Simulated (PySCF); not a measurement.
# Ionisation energy of Ne⁺ by level of theory

Ne⁺ [He] 2s2 2p5 (2P) → Ne²⁺ [He] 2s2 2p4 (3P), as a difference of total energies. Computed with PySCF 2.14 in dyall-av2z, with the non-relativistic Hamiltonian (point nucleus). Correlated levels: valence: 1s2 frozen; virtual orbitals above 40 to 60 times the deepest correlated orbital energy dropped. The calculations carry no spin-orbit coupling.

```json
{"method": "UHF", "ionisation energy (eV)": "39.272"}
{"method": "MP2 (valence)", "ionisation energy (eV)": "40.573"}
{"method": "SCS-MP2 (valence)", "ionisation energy (eV)": "40.546"}
{"method": "CCSD (valence)", "ionisation energy (eV)": "40.493"}
```

Problem. Estimate what CCSDT (valence) gives.

Solution. 40.519 eV, closest to SCS-MP2 (valence) among the rows shown.

Problem. Estimate what CCSD(T) (valence) gives.

Solution. 40.519 eV, closest to CCSD (valence) among the rows shown.

Errors of the correlated levels include the incompleteness of this basis and the frozen core.

For comparison: 40.963 eV (measured; NIST Atomic Spectra Database, ionization energies).
